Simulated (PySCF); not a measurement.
SMILES [AlH]([S]C)[O]C (C2H7AlOS), PBE0/def2-SVP optimised geometry.

```
12

Al    -1.23     0.89     0.00
H     -2.09     2.22     0.00
O      0.46     0.89     0.00
C      1.54     1.77     0.00
H      1.24     2.83     0.01
H      2.18     1.60     0.88
H      2.17     1.61    -0.90
S     -2.18    -1.06     0.00
C     -0.74    -2.18     0.01
H      0.21    -1.62    -0.01
H     -0.79    -2.83    -0.88
H     -0.78    -2.81     0.91
```

Density from PySCF with PBE0/def2-TZVP at that geometry.

Minimum of the electron density along straight lines between bonded atoms, close to the bond critical point (lines longer than 1.1 times the sum of covalent radii, or with two minima, are not listed):

| bond | length / Å | ρ at the minimum / e bohr⁻³ | ∇²ρ there / e bohr⁻⁵ | position (fraction from the first atom) |
|---|---|---|---|---|
| Al1–H2 | 1.580 | 0.084 | 0.21 | 0.50 |
| Al1–O3 | 1.698 | 0.106 | 0.80 | 0.43 |
| O3–C4 | 1.388 | 0.267 | -0.48 | 0.66 |
| C4–H5 | 1.106 | 0.275 | -0.94 | 0.64 |
| C4–H6 | 1.105 | 0.277 | -0.95 | 0.65 |
| C4–H7 | 1.105 | 0.277 | -0.95 | 0.65 |
| Al1–S8 | 2.171 | 0.075 | 0.22 | 0.37 |
| S8–C9 | 1.832 | 0.172 | -0.26 | 0.53 |
| C9–H10 | 1.098 | 0.277 | -0.95 | 0.65 |
| C9–H11 | 1.098 | 0.276 | -0.94 | 0.65 |
| C9–H12 | 1.098 | 0.276 | -0.94 | 0.65 |
